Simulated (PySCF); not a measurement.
Atom-mapped SMILES (the numbers label the heavy atoms): `[CH:1]1=[CH:2][C:3]([c:4]2[cH:5][cH:6][cH:7][o:8]2)=[CH:9][SiH2:10]1`. Each H is labelled by its parent atom.

Geometry: PBE0-D3(BJ)/def2-SVP; GIAO absolute shieldings from PySCF, gas phase, non-relativistic, averaged over equivalent atoms.

At PBE0/pcSseg-1 (217 basis functions, 100 s wall time on 1 thread of an Arm Neoverse N1, shared host):
```tsv
atoms	σ (ppm)
C4	27.6
C2	28.1
C3	29.6
C7	36.8
C1	48.5
C9	65.5
C6	67.2
C5	70.9
O8	35.9
Si10	388.5
H(C2)	23.74
H(C7)	23.83
H(C5)	24.60
H(C6)	24.66
H(C1)	24.75
H(C9)	24.77
H(Si10)	26.44
```

Question: What do these become at B3LYP/pcSseg-1?

Answer: 
```json
{"atoms": "C4", "σ at B3LYP/pcSseg-1": "20.7", "change": "-6.9"}
{"atoms": "C2", "σ at B3LYP/pcSseg-1": "22.9", "change": "-5.2"}
{"atoms": "C3", "σ at B3LYP/pcSseg-1": "23.3", "change": "-6.3"}
{"atoms": "C7", "σ at B3LYP/pcSseg-1": "31.2", "change": "-5.6"}
{"atoms": "C1", "σ at B3LYP/pcSseg-1": "43.5", "change": "-5.0"}
{"atoms": "C9", "σ at B3LYP/pcSseg-1": "60.9", "change": "-4.6"}
{"atoms": "C6", "σ at B3LYP/pcSseg-1": "61.5", "change": "-5.7"}
{"atoms": "C5", "σ at B3LYP/pcSseg-1": "65.5", "change": "-5.4"}
{"atoms": "O8", "σ at B3LYP/pcSseg-1": "31.9", "change": "-4.0"}
{"atoms": "Si10", "σ at B3LYP/pcSseg-1": "377.7", "change": "-10.8"}
{"atoms": "H(C2)", "σ at B3LYP/pcSseg-1": "23.98", "change": "+0.24"}
{"atoms": "H(C7)", "σ at B3LYP/pcSseg-1": "24.03", "change": "+0.20"}
{"atoms": "H(C5)", "σ at B3LYP/pcSseg-1": "24.83", "change": "+0.23"}
{"atoms": "H(C6)", "σ at B3LYP/pcSseg-1": "24.88", "change": "+0.22"}
{"atoms": "H(C1)", "σ at B3LYP/pcSseg-1": "25.05", "change": "+0.30"}
{"atoms": "H(C9)", "σ at B3LYP/pcSseg-1": "25.05", "change": "+0.28"}
{"atoms": "H(Si10)", "σ at B3LYP/pcSseg-1": "26.66", "change": "+0.22"}
```

The largest change is at Si10 (silicon bonded to 2 C, 2 H, in a 5-membered ring). Cost: 217 basis functions, 73 s wall time on 1 thread of an Arm Neoverse N1, shared host. The order of the carbon signals is the same at both levels.
